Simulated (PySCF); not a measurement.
Match the calculated data to a structure.

All candidates are C4H13NOSi3.

- NMR, other nuclei: isotropic shieldings of nuclei other than C and H, by class: 230 (1 N), 281 (1 O), 349 (1 Si), 408 (1 Si), 484 (1 Si) ppm [GIAO PBE0/pcSseg-1]
- Rotational structure: rotational constants A, B, C: 1.160, 0.627, 0.574 GHz [GFN2-xTB]
- 1H NMR: chemical shifts (computed TMS as zero) by class: 5.17 (1 H), 5.14 (1 H), 3.31 (3 H), 2.70 (3 H), 2.02 (1 H), 0.31 (3 H), 0.18 (1 H) ppm [GIAO PBE0/pcSseg-1]
- 13C NMR: chemical shifts (computed TMS as zero) by class: 103.4 (1 C), 90.4 (1 C), 29.6 (1 C), 6.1 (1 C) ppm [GIAO PBE0/pcSseg-1]
- Dipole: 1.41 D [PBE0/pcSseg-1]

The electronic properties come from PySCF, for the isolated species, density fitting. Levels stand in brackets. Geometry: GFN2-xTB, one conformer, isolated molecule. NMR values are class means; diastereotopic atoms form classes of their own.

Problem. Which candidate is it?
A. `C#C[SiH2]O[Si@](C)([SiH3])NC`
B. `NC(=O)[Si@@H]1C[C@H](C[SiH3])[SiH2]1`
C. `CC[SiH2]O[Si@@H]1C=C[SiH2]N1`

Solution. A. It is `C#C[SiH2]O[Si@](C)([SiH3])NC`. Numbering: `[CH:1]#[C:2][SiH2:3][O:4][Si@:5]([CH3:6])([SiH3:7])[NH:8][CH3:9]`. Its formula, C4H13NOSi3, gives 2 degrees of unsaturation: 0 rings and 2 π bonds in the structure found. 4 carbons fall into 4 classes; from least to most shielded: terminal alkyne carbon [C1] (103.4 ppm), alkyne carbon [C2] (90.4 ppm), N-methyl carbon [C9] (29.6 ppm), Si-methyl carbon [C6] (6.1 ppm). Hydrogen classes from least to most shielded: 1 H on an oxygen-bound silicon, Si3 (5.17 ppm), 1 H on an oxygen-bound silicon, Si3 (5.14 ppm), 3 H on an SiH3 silicon, Si7 (3.31 ppm), 3 H on an N-methyl carbon, C9 (2.70 ppm, a mean of values up to 0.5 ppm apart in this geometry), 1 H on a terminal alkyne carbon, C1 (2.02 ppm), 3 H on an Si-methyl carbon, C6 (0.31 ppm), 1 H on a silicon-bound nitrogen, N8 (0.18 ppm). The other shieldings belong to: 230 ppm, silicon-bound nitrogen [N8]; 281 ppm, siloxane oxygen [O4]; 349 ppm, oxygen-bound silicon [Si5]; 408 ppm, oxygen-bound silicon [Si3]; 484 ppm, SiH3 silicon [Si7]. The optimised geometry has point group C1 and is an asymmetric top.

The others, at the same levels:
- `NC(=O)[Si@@H]1C[C@H](C[SiH3])[SiH2]1` fails: its computed 13C shifts are 180.8 (1 C), 25.5 (1 C), 24.7 (1 C), 22.1 (1 C) ppm, 1H shifts are 5.59 (1 H), 5.31 (1 H), 4.77 (1 H), 4.71 (1 H), 4.45 (1 H), 3.83 (3 H), 2.09 (1 H), 1.86 (1 H), 1.23 (1 H), 1.00 (1 H), 0.70 (1 H) ppm and rotational constant A is 1.795 GHz (against 1.160 GHz).
- `CC[SiH2]O[Si@@H]1C=C[SiH2]N1` fails: its computed 13C shifts are 158.3 (1 C), 156.3 (1 C), 12.8 (1 C), 10.2 (1 C) ppm, 1H shifts are 7.47 (1 H), 7.41 (1 H), 5.36 (1 H), 5.25 (1 H), 5.24 (1 H), 5.15 (1 H), 5.07 (1 H), 1.20 (3 H), 0.99 (1 H), 0.49 (1 H), 0.41 (1 H) ppm and rotational constant A is 1.562 GHz (against 1.160 GHz).

Each candidate is one conformer, not necessarily the lowest. The conformers computed, where there is a choice (atom-mapped SMILES and torsion angles):
- `[CH:1]#[C:2][SiH2:3][O:4][Si@:5]([CH3:6])([SiH3:7])[NH:8][CH3:9]`: C2–Si3–O4–Si5 -35°, Si3–O4–Si5–C6 -161°, O4–Si5–N8–C9 -178°
- `[NH2:1][C:2](=[O:3])[Si@@H:4]1[CH2:5][C@H:6]([CH2:7][SiH3:8])[SiH2:9]1`: N1–C2–Si4–C5 24°, C5–C6–C7–Si8 59°, H–N1–C2–O3 176°, H–N1–C2–O3 3°

The conformers of `CC[SiH2]O[Si@@H]1C=C[SiH2]N1` aren't listed.
